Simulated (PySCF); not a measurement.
# The first ionisation energy along the 4d series

All values are computed (PySCF 2.14, energy differences of UHF-based or UKS calculations, no spin-orbit coupling). Values in eV. The last column holds reference values (NIST; (s) semi-empirical, (t) theoretical, else measured). Unmarked ones compare directly (S terms, centres of terms, or small fine structure); those marked * lie between the lowest fine-structure levels and include a spin-orbit shift.

```tsv
element	configurations	LDA	PBE	r2SCAN	MP2 (valence)	SCS-MP2 (valence)	MP2 (valence and next inner shell)	reference
Pd (x2c-QZVPPall with one added diffuse shell each of s, p, d, f, g type, spin-free X2C)	[Kr] 4d10 → [Kr] 4d9	9.299	8.854	8.481	8.746	8.497	8.970	8.512
Ag (x2c-QZVPPall with one added diffuse shell each of s, p, d, f, g type, spin-free X2C)	[Kr] 4d10 5s1 → [Kr] 4d10	8.256	7.942	7.786	7.500	7.327	7.628	7.576
Cd (x2c-QZVPPall with one added diffuse shell each of s, p, d, f, g type, spin-free X2C)	[Kr] 4d10 5s2 → [Kr] 4d10 5s1	9.406	9.040	8.850	8.920	8.890	9.019	8.994
```

Problem. Which of these methods has the smallest mean absolute error against the measured values here?

Solution. SCS-MP2 (valence), with 0.123 eV.

| method | elements | mean error (eV) | mean absolute error (eV) | largest error (eV) |
| --- | --- | --- | --- | --- |
| LDA | 3 | 0.626 | 0.626 | 0.787 |
| PBE | 3 | 0.251 | 0.251 | 0.366 |
| r2SCAN | 3 | 0.012 | 0.128 | 0.210 |
| MP2 (valence) | 3 | 0.028 | 0.128 | 0.234 |
| SCS-MP2 (valence) | 3 | -0.123 | 0.123 | -0.250 |
| MP2 (valence and next inner shell) | 3 | 0.178 | 0.178 | 0.458 |

Errors include the incompleteness of the basis and the frozen core.

"Valence" correlates the outer s and p shells and, in groups 3 to 12 and the f block, the outer d or f shell, open or full, or the next shell where the ion has no valence electron left; the wider scheme adds the next inner shell.
